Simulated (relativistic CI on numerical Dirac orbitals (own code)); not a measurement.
# Hyperfine structure of In²⁶⁺, mass number 113

Computed by Dirac-Coulomb-Breit CI, KLI orbitals optimised for each configuration, QED by a radiative potential, unscaled Slater integrals (own radial code, finite nucleus).

CI space (outside the closed core [Ne]): 3s2.3p6.3d5, 3s2.3p5.3d6, 3s2.3p4.3d7, 3s.3p6.3d6, 3p6.3d7, 3s.3p5.3d7, 3s2.3p6.3d4.4s, 3s2.3p6.3d4.4p, 3s2.3p6.3d4.4d, 3s2.3p6.3d4.4f, 3s2.3p5.3d5.4s, 3s2.3p6.3d3.4s2, 3s.3p6.3d5.4s, 3s2.3p6.3d4.5s, 3s2.3p6.3d3.4p2, 3p6.3d6.4s. Levels of other configurations are missing.

Nuclear spin I = 9/2, μ = 5.5208 μN, Q = 0.761 b (tables of Stone and Pyykkö). The electronic factors are computed for point nuclear moments, without core polarisation or the Bohr-Weisskopf and QED corrections.

| Level | E (cm⁻¹) | A (MHz) | B (MHz) |
| --- | --- | --- | --- |
| 3s2.3p6.3d5 4G_7/2 | 127615.8 | 12450 | 8770 |
| 3s2.3p6.3d5 4G_11/2 | 134022.0 | 14000 | 61 |
| 3s2.3p6.3d5 4G_9/2 | 143352.0 | 12890 | 7440 |
| 3s2.3p6.3d5 4P_1/2 | 148799.8 | -3306 |  |
| 3s2.3p6.3d5 4D_7/2 | 175565.3 | 10680 | 1300 |
| 3s2.3p6.3d5 2I_11/2 | 201585.6 | 14870 | 959 |
| 3s2.3p6.3d5 4D_1/2 | 202198.9 | 28390 |  |

Levels with J = 0, under 50 % of one LS term, or S terms without an open s electron are left out. Small factors come from cancelling terms and can be off by tens of per cent or more.

At this charge energies of transitions that change n are usually good to better than 1 %, and those within a shell (Δn = 0) to a few per cent. Terms inside the open d or f shell come out 10 to 20 % too wide with unscaled integrals.

(1) Give the hyperfine levels of 3s2.3p6.3d5 4G_7/2 relative to its centre of gravity.

## Answers

(1) With K = F(F + 1) − I(I + 1) − J(J + 1), E = AK/2 + B[¾K(K + 1) − I(I + 1)J(J + 1)]/[2I(2I − 1)J(2J − 1)]: F = 1: -235600, F = 2: -211900, F = 3: -176200, F = 4: -128100, F = 5: -67170, F = 6: 7089, F = 7: 95310, F = 8: 198200 MHz.

LS names give the leading component of a level, which can be under half, so a name can repeat, a term be missing and a line seem to break the LS rules.
